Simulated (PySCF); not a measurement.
## Bond length, frequency and bond energy of GeSe by level of theory

State: ¹Σ⁺ (singlet), closed shell. Set-up: Ge cc-pVDZ-PP with ECP10, Se cc-pVDZ-PP with ECP10; scalar-relativistic core potentials (PySCF 2.14). De refers to Ge + Se in their high-spin ground configurations, without counterpoise correction. A positive dipole means Ge(−)Se(+).

| Level | Re (Å) | ωe (cm⁻¹) | De (eV) | μ (D) | CPU s a point (SCF and correlation, without the integrals) |
| --- | --- | --- | --- | --- | --- |
| RHF | 2.123 | 443 | 2.66 | -2.50 | 0.054 |
| RHF-MP2 | 2.160 | 407 | 4.79 | n/a | 0.091 |
| RHF-SCS-MP2 | 2.160 | 408 | 4.60 | n/a | n/a |
| RHF-CCSD | 2.154 | 415 | 4.37 | n/a | n/a |
| RHF-CCSD(T) | 2.170 | 396 | 4.63 | n/a | 1.5 |
| PBE | 2.178 | 387 | 5.34 | -1.75 | 0.66 |
| PW91 | 2.177 | 387 | 5.38 | -1.75 | 0.55 |
| r²SCAN | 2.150 | 406 | 5.16 | -1.78 | 0.96 |
| PBE0 | 2.148 | 413 | 4.99 | -1.94 | 1.2 |
| MN15 | 2.152 | 414 | 4.86 | -1.93 | 0.9 |
| M06-2X | 2.153 | 419 | 4.62 | -2.26 | 0.9 |
| CAM-B3LYP | 2.138 | 422 | 4.81 | -2.00 | 1.2 |

Which functional lies closest to RHF-CCSD(T) in De, which farthest, and by how much do they differ from it?

Closest is M06-2X (-1.7 pm in Re, +5.8 % in ωe, -0.01 eV in De against RHF-CCSD(T) in the same basis), farthest PW91 (+0.7 pm in Re, -2.3 % in ωe, +0.75 eV in De). CCSD(T) converges more slowly with the basis than the functionals do and binds too weakly in this one, so the order can change at the basis-set limit.

What does the step from GGA to meta-GGA do here, going from PBE to r²SCAN?

r²SCAN less PBE: -2.8 pm in Re, +4.9 % in ωe, -0.18 eV in De. 

What does second-order correlation do here, going from RHF to RHF-MP2?

RHF-MP2 less RHF: +3.7 pm in Re, -8.1 % in ωe, +2.13 eV in De. Correlation nearly always deepens the well. The bond lengthens, as in strong covalent bonds, where excitations into antibonding orbitals dominate.

Measured (Huber and Herzberg, Constants of Diatomic Molecules (1979)): Re = 2.134629 Å, ωe = 408.7 cm⁻¹.

Correlated steps freeze 8 core orbitals. Correlated levels converge slowly with the basis: in double zeta they bind strong bonds too weakly, by up to about 1 eV, and carry superposition errors of some tenths. Where the molecule has an RHF reference, its open-shell atoms are computed with UHF.

The whole job (state search and all levels along the bond) took about 2.1 min on 1 thread of Arm Neoverse V1 (shared host), peak memory 0.53 GiB.
